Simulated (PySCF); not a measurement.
C6H7F3O.
Bonds: F1–C2, C2–F3, C2–F4, C2–O5, O5–C6, C6–C7 (double), C7–C8, C8–C9, C9–C10, C7–C10. Hydrogens: H11 on C6; H12, H13 on C8; H14, H15 on C9; H16, H17 on C10.

The same species was optimised twice, with GFN2-xTB and with PBE0-D3(BJ)/def2-SVP (PySCF), and the same property calculations (PySCF, gas phase) were run on both structures.

| coordinate | GFN2-xTB | PBE0-D3(BJ)/def2-SVP | change |
| --- | --- | --- | --- |
| O5–C6 (Å) | 1.415 | 1.383 | -0.032 |
| C2–O5 (Å) | 1.313 | 1.341 | +0.028 |
| C2–F4 (Å) | 1.348 | 1.334 | -0.014 |
| C2–F3 (Å) | 1.348 | 1.337 | -0.011 |
| C7–C10 (Å) | 1.501 | 1.511 | +0.010 |
| C9–C10 (Å) | 1.542 | 1.552 | +0.010 |
| C6=C7 (Å) | 1.317 | 1.327 | +0.010 |
| C8–C9 (Å) | 1.541 | 1.550 | +0.009 |
| F1–C2 (Å) | 1.327 | 1.318 | -0.009 |
| C7–C8 (Å) | 1.500 | 1.508 | +0.008 |
| F3–C2–F4 (°) | 104.8 | 106.8 | +2.0 |
| C2–O5–C6 (°) | 115.4 | 117.3 | +1.9 |
| F3–C2–O5 (°) | 114.0 | 112.1 | -1.9 |
| F1–C2–F4 (°) | 106.9 | 108.8 | +1.9 |
| F1–C2–F3 (°) | 106.8 | 108.6 | +1.8 |
| F1–C2–O5 (°) | 109.9 | 108.2 | -1.7 |
| F4–C2–O5 (°) | 113.9 | 112.2 | -1.7 |
| C6–C7–C8 (°) | 134.6 | 133.6 | -1.0 |
| F1–C2–O5–C6 (°) | 179 | -176 | +5 |
| C2–O5–C6–C7 (°) | -166 | -157 | +9 |

Rotational constants: A = 3623, B = 598.1, C = 569.5 MHz (GFN2-xTB) against A = 3559, B = 604.9, C = 575.3 MHz (PBE0-D3(BJ)/def2-SVP). Point groups within 0.08 Å: C1 and C1. Atoms that the bonding makes alike are paired by their places after alignment.

On the GFN2-xTB structure: HOMO (eV) -7.21 [PBE0/pcSseg-1]; LUMO (eV) -0.05 [PBE0/pcSseg-1]; dipole (D) 3.18 [PBE0/pcSseg-1]; GIAO shielding of F1/F3/F4 (mean) (ppm) 243.7 [PBE0/pcSseg-1]; GIAO shielding of C2 (ppm) 56.6 [PBE0/pcSseg-1]; GIAO shielding of O5 (ppm) 176.7 [PBE0/pcSseg-1]; GIAO shielding of C6 (ppm) 49.1 [PBE0/pcSseg-1]; GIAO shielding of C7 (ppm) 53.3 [PBE0/pcSseg-1]; GIAO shielding of C8 (ppm) 160.0 [PBE0/pcSseg-1]; GIAO shielding of C9 (ppm) 170.2 [PBE0/pcSseg-1]; GIAO shielding of C10 (ppm) 160.3 [PBE0/pcSseg-1].

Problem. What do these properties become on the PBE0-D3(BJ)/def2-SVP structure?

Solution. 
```tsv
property	level	on GFN2-xTB	on PBE0-D3(BJ)/def2-SVP	change
HOMO (eV)	PBE0/pcSseg-1	-7.21	-7.00	+0.21
LUMO (eV)	PBE0/pcSseg-1	-0.05	0.00	+0.05
dipole (D)	PBE0/pcSseg-1	3.18	2.51	-0.67
energy, GFN2-xTB geometry as zero (kcal/mol)	PBE0/pcSseg-1	0.0	-1.2	-1.2
GIAO shielding of F1/F3/F4 (mean) (ppm)	PBE0/pcSseg-1	243.7	251.4	+7.7
GIAO shielding of C2 (ppm)	PBE0/pcSseg-1	56.6	57.6	+1.0
GIAO shielding of O5 (ppm)	PBE0/pcSseg-1	176.7	171.4	-5.3
GIAO shielding of C6 (ppm)	PBE0/pcSseg-1	49.1	49.7	+0.6
GIAO shielding of C7 (ppm)	PBE0/pcSseg-1	53.3	52.0	-1.3
GIAO shielding of C8 (ppm)	PBE0/pcSseg-1	160.0	157.0	-3.0
GIAO shielding of C9 (ppm)	PBE0/pcSseg-1	170.2	166.6	-3.6
GIAO shielding of C10 (ppm)	PBE0/pcSseg-1	160.3	157.3	-3.0
```

The heavy atoms differ by 0.108 Å rms after alignment. Among bonds between heavy atoms O5–C6 changes most (-0.032 Å). Changes are differences of the printed values. Neither structure is proved a minimum here.

Shape of the structure used: `[F:1][C:2]([F:3])([F:4])[O:5][CH:6]=[C:7]1[CH2:8][CH2:9][CH2:10]1`: F1–C2–O5–C6 -176°, C2–O5–C6–C7 -157°.
